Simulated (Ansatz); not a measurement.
HCl3Si (SMILES Cl[SiH](Cl)Cl), singlet, at a GFN2-xTB geometry; MP2/STO-3G run with Ansatz (a first-principles code).

Ansatz was given this input:
Ansatz 0.2 input:
```yaml
crystal:
  periodic: [false, false, false]
  atoms:
    - {symbol: Si, position_ang: [0.02863441, -0.01627765, 0.49106656]}
    - {symbol: Cl, position_ang: [-1.24158057, -1.43679456, -0.14881741]}
    - {symbol: Cl, position_ang: [-0.64009829, 1.79232122, -0.07685298]}
    - {symbol: Cl, position_ang: [1.85144867, -0.33834186, -0.29276296]}
    - {symbol: H, position_ang: [0.11303141, -0.06425436, 1.93843503]}
basis:
  gaussian:
    orbitals: STO-3G
magnetization: {spin_polarized: false}
correlation: {method: mp2, electrons: outside_noble_gas}
accuracy: high
```

Output, abridged:

```
Functional definition: HF
714 factors; integrals over basis functions are off by at most 7.9e-9 eV
mean field evaluation 1: about -44897.8538 eV, gradient 2.5e1 eV
mean field evaluation 2: about -44897.9019 eV, gradient 2.5e1 eV
mean field evaluation 4: about -44900.8302 eV, gradient 7.5e-1 eV
mean field evaluation 8: about -44900.8334 eV, gradient 2.4e-6 eV
mean field -44900.83340297 eV, -1650.0751926810 hartree, gradient 5.6e-8 eV, S^2 0.000000; 0 other end points of the search recorded, 0 dependent functions left out
20 core orbitals not correlated
reference -44900.83340297 eV, -1650.0751926810 hartree; 13, 13 occupied and 4, 4 virtual orbitals, 714 factors
second order -1.26516161 eV of doubles, -0.00000000 eV of singles
Total energy: -44902.09856458 eV, -1650.1216865126 hartree
```
